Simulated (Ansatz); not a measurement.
Computed with Ansatz on PBE0-D4/def2-TZVP structures; ΔE is electronic, products minus reactants. CCSD(T)/CBS is the MP2 limit (def2-TZVPP, def2-QZVPP) plus CCSD(T) − MP2 in def2-TZVPP, frozen cores. This one scheme is used for every species. DFT in def2-TZVPP. B3LYP here is the variant with VWN-RPA as its local correlation; programs differ in this. HSE06 is defined as in plane-wave codes. For Ge outer-core shells are correlated without core-valence functions, which leaves a few kJ/mol of doubt a bond. Scalar relativity is left out up to krypton.

`[SH][GeH]` + H₂O → `[OH][GeH]` + H₂S  (formal hydrolysis of a Ge–S bond)

Task: Is it downhill or uphill in electronic energy at CCSD(T)/CBS, and by how much? (Estimate.)

Result: Computed: Uphill: ΔE = +28.5 kJ/mol.

Task: What do these levels give: B3LYP-D4, ωB97X-V, ωB97M-V, HSE06, CCSD/def2-SVP, CCSD(T)/def2-QZVPP? (An estimate is asked.)

Result: The calculation gave: B3LYP-D4 26.7, ωB97X-V 18.4, ωB97M-V 22.6, HSE06 33.4, CCSD/def2-SVP 13.7, CCSD(T)/def2-QZVPP 24.5 kJ/mol.

Largest T1 diagnostic among the species: 0.016.

At CCSD(T), def2-SVP lies −14.5 kJ/mol from the extrapolated value and def2-TZVPP −5.8 kJ/mol. The D4 term adds +3.5 kJ/mol with B3LYP and +1.8 kJ/mol with PBE0; it sums over pairs of atoms, weighted by their polarisabilities, and B3LYP, whose exchange is more repulsive, gets the larger term. Leaving LDA and LC-ωPBE aside and taking each functional with its dispersion term where it has one, the values, not all of them listed here, spread over 17.0 kJ/mol, from CAM-B3LYP-D4 to HSE06-D4.
